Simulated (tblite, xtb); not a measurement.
CH5O (SMILES C[OH2+]), charge +1, singlet, geometry from GFN2-xTB. Base run: GFN1-xTB run with xtb.

xtb was given this input:
```
$ xtb mol.xyz --gfn 1 --chrg 1 --json

# file mol.xyz
7

C     -0.73715412     0.12262652     0.07895556
O      0.68944578    -0.10132956    -0.15601806
H     -1.28828874    -0.58933340    -0.53340272
H     -0.97185462     1.13260433    -0.25342893
H     -1.00020091     0.00028268     1.12871617
H      0.93968300    -1.01885832     0.08870637
H      1.22801975     0.55018212     0.34382024
```

Programs used: tblite, xtb; a row that names a program was run with it.

The base run was repeated with changes; each row names its change, and settings that it needs were set with it.

```json
[
 {"change": "base", "ΔE vs base (mEh)": "0.000", "HOMO-LUMO gap (eV)": "8.41", "G_solv (kcal/mol)": "-", "SCF cycles": "9"},
 {"change": "program = tblite; method = gfn1; option = (--guess, eeq)", "ΔE vs base (mEh)": "0.000", "HOMO-LUMO gap (eV)": "-", "G_solv (kcal/mol)": "-", "SCF cycles": "-"},
 {"change": "etemp = 5000", "ΔE vs base (mEh)": "-0.005", "HOMO-LUMO gap (eV)": "8.41", "G_solv (kcal/mol)": "-", "SCF cycles": "9"},
 {"change": "alpb = cs2", "ΔE vs base (mEh)": "-62.460", "HOMO-LUMO gap (eV)": "8.57", "G_solv (kcal/mol)": "-39.24", "SCF cycles": "9"},
 {"change": "etemp = 1000", "ΔE vs base (mEh)": "0.000", "HOMO-LUMO gap (eV)": "8.41", "G_solv (kcal/mol)": "-", "SCF cycles": "9"},
 {"change": "alpb = acetonitrile", "ΔE vs base (mEh)": "-105.6", "HOMO-LUMO gap (eV)": "9.02", "G_solv (kcal/mol)": "-66.71", "SCF cycles": "8"},
 {"change": "acc = 1000", "ΔE vs base (mEh)": "0.001", "HOMO-LUMO gap (eV)": "8.39", "G_solv (kcal/mol)": "-", "SCF cycles": "5"}
]
```

ALPB and GBSA are two models with their own fitted parameters for each solvent, which aren't always the measured dielectric constant.
